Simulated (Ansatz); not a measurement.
Reaction (substitution at a C–Al bond): `[CH3][AlH][BH]O` + `[SiH3][SiH2]S` → `CS[SiH2][SiH3]` + `O[BH][AlH2]`

Isolated molecules relaxed with PBE0-D4/def2-TZVP in Ansatz; ΔE leaves out vibrations. CCSD(T)/CBS adds triple-zeta CCSD(T) − MP2 to the extrapolated MP2 energy (def2 sets, frozen cores). Each species was taken in one conformer, which may not be the lowest.

```
          species  CCSD(T)/CBS(def2) energy (Eh)
`[CH3][AlH][BH]O`                     -383.66285
  `[SiH3][SiH2]S`                     -979.55409
 `CS[SiH2][SiH3]`                    -1018.81081
    `O[BH][AlH2]`                     -344.38728
```

(1) Work out ΔE.

Largest T1 diagnostic among the species: 0.014.

## Answers

(1) ΔE = (-1018.81081) + (-344.38728) − (-383.66285) − (-979.55409) = 0.01885 Eh = +49.5 kJ/mol.

In def2-TZVPP, CCSD(T) changes the Hartree–Fock value by +8.3 kJ/mol (the triples alone add −0.1 kJ/mol) and MP2 by +8.1 kJ/mol. The D4 term adds −3.3 kJ/mol with B3LYP and −1.7 kJ/mol with PBE0; it sums over pairs of atoms, weighted by their polarisabilities, and B3LYP, whose exchange is more repulsive, gets the larger term.

B3LYP here is the variant with VWN-RPA as its local correlation; programs differ in this.
